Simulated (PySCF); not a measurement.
Simulated C 1s region for `[C-]#[N+]c1ccccc1`, binding energy against the vacuum level.

Every computed line was given a Gaussian of 0.4 eV full width at half maximum and an area set by the number of equivalent atoms; the highest printed point is 100. Computed with delta-SCF UKS SCAN, pcX-3 on the ionised atom, pcseg-2 elsewhere, spin-free X2C (PySCF).

(binding energy (eV), intensity): (290.0, 0), (290.1, 1), (290.2, 3), (290.3, 11), (290.4, 30), (290.5, 60), (290.6, 91), (290.7, 100), (290.8, 80), (290.9, 46), (291.0, 20), (291.1, 8), (291.2, 8), (291.3, 13), (291.4, 20), (291.5, 21), (291.6, 15), (291.7, 8), (291.8, 3), (291.9, 3), (292.0, 6), (292.1, 12), (292.2, 19), (292.3, 21), (292.4, 16), (292.5, 9), (292.6, 3), (292.7, 1), (292.8, 0)

Task: How many maxima does the curve show, and how many computed lines lie under it?

Result: The curve has 3 maxima (at 290.7, 291.5 and 292.3 eV). Under it lie 5 lines from 5 inequivalent carbon sites. At this width some lines have no maximum of their own.

Task: Decompose the envelope and assign each component. Numbering: `[C-:1]#[N+:2][c:3]1[cH:4][cH:5][cH:6][cH:7][cH:8]1`.

Result: 
```
position (eV)  relative area  line  atoms                       environment
       290.57              1  C 1s     C6                aromatic CH carbon
       290.70              2  C 1s  C4/C8                aromatic CH carbon
       290.71              2  C 1s  C5/C7                aromatic CH carbon
       291.46              1  C 1s     C1                 isocyanide carbon
       292.28              1  C 1s     C3  aromatic carbon bearing nitrogen
```

Lowest listed C 1s: C6, bonded to 2 C (aromatic in the SMILES) and H. Highest, 1.71 eV above it: C3, bonded to N and 2 C (aromatic in the SMILES). The widest gap between neighbouring values is 0.82 eV, between 291.46 and 292.28 eV. Summing the Pauling electronegativity differences to the bonded atoms, each weighted by its formal bond order, gives -0.35 for the lowest site and +0.49 for the highest; the largest sum, +1.47, belongs to C1, 0.82 eV below the top. The values 290.70 and 290.71 eV lie too close for their order to be trusted.

The curve has no shake-up lines and no vibrational structure. Atoms equivalent by their bonding share one computed value, that of the first of them. Spin contamination (⟨S²⟩ against 0.75 for a pure doublet) is marked for C 1s of C1 (0.94), which makes this value less certain. Geometry: PBE0-D3(BJ)/def2-TZVP; no solvent, vibrations or thermal averaging.

Hardware: an Intel Xeon 6975P-C with 2 threads, no GPU, shared host with 192 logical CPUs at a one-minute load of 123. Cost: 1.7 min wall, 4.0 min CPU, 2.1 GiB resident at most.
